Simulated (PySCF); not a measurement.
# Radial density of Pd³⁺ (palladium, charge +3)

r2SCAN, [Kr] 4d7, high-spin 4F determinant. All numbers are calculated (PySCF 2.14, scalar relativity by spin-free X2C-1e, in x2c-QZVPPall with one added diffuse shell each of s, p, d, f, g type (14s9p8d5f3g, 143 functions)).

```tsv
r (bohr)	4πr²ρ (e/bohr)	4πr²(ρα − ρβ)
0.0315	54.48	-0.0015
0.0530	52.25	0.0063
0.0892	72.87	0.0914
0.150	56.62	0.4385
0.252	55.37	0.6595
0.425	39.73	0.0031
0.714	15.60	1.4097
1.20	12.65	2.6190
2.02	1.967	0.6475
3.40	0.05364	0.0180
5.72	9.512e-05	0.0000
```

Densities and radii are taken from the X2C orbitals without a picture-change correction, which distorts them close to the nucleus.
